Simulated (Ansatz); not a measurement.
Program: Ansatz. Geometries: PBE0-D4/def2-TZVP. ΔE: electronic, gas phase. CCSD(T)/CBS adds triple-zeta CCSD(T) − MP2 to the extrapolated MP2 energy (def2 sets, frozen cores). This one scheme is used for every species. DFT in def2-TZVPP. HSE06 is defined as in plane-wave codes. def2 core potentials past Kr. For Br, Sn outer-core shells are correlated without core-valence functions, which leaves a few kJ/mol of doubt a bond. Scalar relativity is left out up to krypton. Each species was taken in one conformer, which may not be the lowest.

`C[S][SnH]([F])[Cl]` + HBr → `[F][SnH]([Cl])[Br]` + CH₃SH  (ligand exchange at the Sn–S bond)

Q: Is it downhill or uphill in electronic energy at CCSD(T)/CBS, and by how much? (An estimate is asked.)

A: Computed: Downhill: ΔE = -7.5 kcal/mol.

Q: What do these levels give: LDA (SPW92), revPBE-D4, HSE06-D4, PBE-QIDH, revPBE, BLYP, PBE0, r2SCAN0, HF/def2-SVP, CCSD(T)/def2-SVP, SCS-MP2/def2-TZVPP, CCSD/def2-TZVPP? (An estimate is asked.)

A: Ansatz gave: LDA (SPW92) -5.7, revPBE-D4 -6.0, HSE06-D4 -7.4, PBE-QIDH -8.0, revPBE -8.1, BLYP -8.5, PBE0 -8.3, r2SCAN0 -8.4, HF/def2-SVP -10.1, CCSD(T)/def2-SVP -7.3, SCS-MP2/def2-TZVPP -7.5, CCSD/def2-TZVPP -7.7 kcal/mol.

Largest T1 diagnostic among the species: 0.013.

The D4 term adds +1.6 kcal/mol with B3LYP and +1.0 kcal/mol with PBE0; it sums over pairs of atoms, weighted by their polarisabilities, and B3LYP, whose exchange is more repulsive, gets the larger term. In def2-TZVPP, CCSD(T) changes the Hartree–Fock value by +5.2 kcal/mol (the triples alone add +0.8 kcal/mol) and MP2 by +5.5 kcal/mol. Leaving LDA and LC-ωPBE aside and taking each functional with its dispersion term where it has one, the values, not all of them listed here, spread over 2.5 kcal/mol, from BHLYP-D4 to revPBE-D4. LDA lies +1.7 kcal/mol from PBE without D4.

B3LYP here is the variant with VWN-RPA as its local correlation; programs differ in this.
